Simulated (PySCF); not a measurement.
Spinor energies of Sr²⁴⁺ (strontium, charge +24)

Start: [Ne] 3s2 3p2; 3p1/2 filled at m_j = -1/2, +1/2. Calculated with PySCF 2.14 in an uncontracted even-tempered set (19 s from 3.2 bohr⁻², ratio 2.4; 13 p from 4.2 bohr⁻², ratio 2.4; 5 d from 16 bohr⁻², ratio 2.6; 4 f from 24 bohr⁻², ratio 2.6): generalised Hartree-Fock with the X2C-1e Hamiltonian and a Gaussian nucleus; one run each with spin-orbit coupling (SO) switched off, then screened by Boettger's factors.

| spinor shell | electrons | ε, spin-free (eV) | ε, screened SO (eV) | weight of nominal j (screened SO) | rms radius, screened SO (bohr) |
| --- | --- | --- | --- | --- | --- |
| 1s1/2 | 2 | -17304.9 | -17302.9 | 1.000 | 0.0450 |
| 2s1/2 | 2 | -3322.4 | -3321.2 | 1.000 | 0.183 |
| 2p1/2 | 2 | -3070.6 | -3122.1 | 1.000 | 0.160 |
| 3s1/2 | 2 | -1225.2 | -1224.7 | 1.000 | 0.454 |
| 3p1/2 | 2 | -1157.2 | -1161.6 | 1.000 | 0.441 |

Problem. Where does 2p3/2 lie, and what is the 2p spin-orbit splitting (screened SO)?

Solution. At -3044.7 eV, 77.454 eV above 2p1/2.

| quantity | spin-free | screened SO |
| --- | --- | --- |
| E (hartree) | -2799.74573 | -2800.52910 |
| M_J | 0 | 0 |
| ⟨J²⟩ | 2.001 | 0.000 |
| ⟨L²⟩ | 2.001 | 1.335 |
| ⟨S²⟩ | 2.000 | 1.335 |

Breit and QED terms are absent; they matter most for the inner s and p1/2 levels.

Densities and radii are taken from the X2C orbitals without a picture-change correction, which distorts them close to the nucleus.

Without spin-orbit coupling the j labels of p, d and f shells carry no meaning; the spin-free column gives the mean over the occupied spinors of each nl shell.
